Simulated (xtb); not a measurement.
F3La, quintet, at a GFN2-xTB geometry of the parent state (such geometries of metal compounds can be far from the true shape) (another spin typed on purpose, not shown lowest); xtb 6.7.1 with GFN0-xTB.

xtb was given this input:
```
$ xtb mol.xyz --gfn 0 --chrg 0 --uhf 4 --json

# file mol.xyz
4

La     0.03101627    -0.05651823    -0.13480663
F     -1.70864996    -0.89419144     0.33144867
F     -0.05107305     1.90142145    -0.45924858
F      1.56328666    -0.64928125     0.98157523
```

What the program printed (banner, timings and long lists left out):

```
   ID    Z sym.   atoms
    1   57 La     1
    2    9 F      2-4

           -------------------------------------------------
          |                Calculation Setup                |
           -------------------------------------------------

           -------------------------------------------------
          |                 G F N 0 - x T B                 |
           -------------------------------------------------

          ...................................................
          :                      SETUP                      :
          :.................................................:
          :  # basis functions                  22          :
          :  # atomic orbitals                  21          :
          :  # shells                            9          :
          :  # electrons                        24          :
          :  electronic temp.          300.0000000     K    :
          :  accuracy                    1.0000000          :
          :  -> integral cutoff          0.2500000E+02      :
          :  -> integral neglect         0.1000000E-07      :
          ...................................................

         :::::::::::::::::::::::::::::::::::::::::::::::::::::
         ::                     SUMMARY                     ::
         :::::::::::::::::::::::::::::::::::::::::::::::::::::
         :: total energy             -12.716510321230 Eh    ::
         :: gradient norm              0.083265022648 Eh/a0 ::
         :: HOMO-LUMO gap              0.000000004801 eV    ::
         ::.................................................::
         :: H0 energy                -12.534583742392 Eh    ::
         :: repulsion energy           0.040438115798 Eh    ::
         :: electrostat energy        -0.221701455258 Eh    ::
         :: -> Gsolv                   0.000000000000 Eh    ::
         ::    -> Gsasa                0.000000000000 Eh    ::
         ::    -> Gshift               0.000000000000 Eh    ::
         :: dispersion energy         -0.000663239378 Eh    ::
         :: short-range corr.          0.000000000000 Eh    ::
         :: add. restraining           0.000000000000 Eh    ::
         :: total charge              -0.000000000000 e     ::
         :::::::::::::::::::::::::::::::::::::::::::::::::::::

           -------------------------------------------------
          |                Property Printout                |
[...]
        11        1.6578           -0.4404209             -11.9845
        12        1.6412           -0.4403515             -11.9826
        13        1.0000           -0.3103844              -8.4460
        14        0.5000           -0.2584391              -7.0325 (HOMO)
        15        0.5000           -0.2584391              -7.0325 (LUMO)
        16                         -0.1639546              -4.4614
        17                         -0.1639546              -4.4614
        18                         -0.0658352              -1.7915
        19                          0.1483525               4.0369
        20                          0.4522061              12.3052
        21                          0.4522061              12.3052
      -------------------------------------------------------------
                  HL-Gap            0.0000000 Eh            0.0000 eV
             Fermi-level            0.0000000 Eh            0.0000 eV

     #   Z          covCN         q      C6AA      α(0)
     1  57 La       1.849     1.107  1209.678   136.101
     2   9 F        0.616    -0.369    13.221     4.192
     3   9 F        0.616    -0.369    13.221     4.192
     4   9 F        0.616    -0.369    13.221     4.192

 Mol. C6AA /au·bohr⁶  :       1851.138398
 Mol. C8AA /au·bohr⁸  :     354416.218699
 Mol. α(0) /au        :        148.678872

Wiberg/Mayer (AO) data.
largest (>0.10) Wiberg bond orders for each atom

 ---------------------------------------------------------------------------
     #   Z sym  total        # sym  WBO       # sym  WBO       # sym  WBO
 ---------------------------------------------------------------------------
     1  57 La   1.799 --     4 F    0.600     2 F    0.600     3 F    0.600
     2   9 F    0.661 --     1 La   0.600
     3   9 F    0.661 --     1 La   0.600
     4   9 F    0.661 --     1 La   0.600
 ---------------------------------------------------------------------------

Topologies differ in total number of bonds
Writing topology from bond orders to xtbtopo.mol

 dipole moment from electron density (au)
     X       Y       Z
   0.0393  -0.0716  -0.1707  total (Debye):    0.481

           -------------------------------------------------
          | TOTAL ENERGY              -12.716510321230 Eh   |
          | GRADIENT NORM               0.083265022648 Eh/α |
          | HOMO-LUMO GAP               0.000000004801 eV   |
           -------------------------------------------------

normal termination of xtb
```
